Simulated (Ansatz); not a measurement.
Input for Ansatz (a program for electronic structure):
Ansatz 0.2 input:
```yaml
crystal:
  periodic: [false, false, false]
  atoms:
    - {symbol: O, position_ang: [-0.00229892, 1.10117240, -0.00477292]}
    - {symbol: H, position_ang: [-0.92941921, 1.32884161, -0.04866170]}
    - {symbol: Cl, position_ang: [0.05432407, -0.59215025, -0.01669437]}
basis:
  gaussian:
    orbitals: def2-SVP
hamiltonian:
  xc: pbe
relax: {}
```

Problem. What does this run give for the dipole moment, Mulliken (on the basis functions themselves) charges in atom order, number of basis functions, total energy at the end of the optimisation?

Solution. 
```
Property                                                                                  Value
------------------------------------------------------------------  ---------------------------
dipole moment                                                                            1.64 D
Mulliken (on the basis functions themselves) charges in atom order  O1 -0.29, H2 0.21, Cl3 0.08
number of basis functions                                                                    37
total energy at the end of the optimisation                                        -535.4806 Eh
```
